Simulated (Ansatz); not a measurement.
Energy needed to pull apart CH2SSe (SMILES C1S[Se]1), closed shell, into free ground-state atoms, from the structure below (displaced at random from a GFN2-xTB minimum); no zero-point or spin–orbit terms; open-shell atoms are treated unrestricted, in their ground-state multiplicity.

```
5
angstrom
C -0.0929 0.3122 -0.2078
S -0.3355 -0.5889 1.3648
Se 1.0034 -1.2901 -0.2183
H -0.9414 0.2821 -0.8606
H 0.4069 1.2234 -0.1131
```

Ansatz 0.2.0; basis: def2-TZVPP; cores frozen in the correlated methods. Filled d shells of the heavier atoms are correlated. The def2 sets are not built for correlating such inner shells, so the correlated values are less sure here.

| method | atomization energy (eV) |
| --- | --- |
| PBE-D4 | 17.13 |
| BLYP-D4 | 16.40 |
| r2SCAN-D4 | 16.55 |
| PBE0-D4 | ? |
| wB97X-V | 16.47 |
| wB97M-V | 16.43 |
| HF | ? |
| MP2 | 16.34 |
| CCSD | 15.38 |
| CCSD(T) | 15.85 |

What does PBE0-D4 give? (An estimate is asked for; the value comes from the calculation.)

Computed: 16.61 eV, which is about 0.76 eV more than CCSD(T)/def2-TZVPP.

What does HF give? (An estimate is asked for; the value comes from the calculation.)

The calculation gives: 10.47 eV, which is about 5.39 eV less than CCSD(T)/def2-TZVPP.

In triple zeta the MP2 and coupled-cluster atomization energies are still short of their basis limit by a few kcal/mol a bond, whereas those of the functionals are nearly converged, so these differences are not deviations from converged CCSD(T).

T1 diagnostic: at most 0.010.

For scale, one of the runs: CCSD(T)/def2-TZVPP forces, 149 basis functions (an equivalent command: `ansatz run in.yaml --threads 4`). The run took 81 s on 4 CPU threads (shared host), with 1.6 GiB of host memory at its peak.
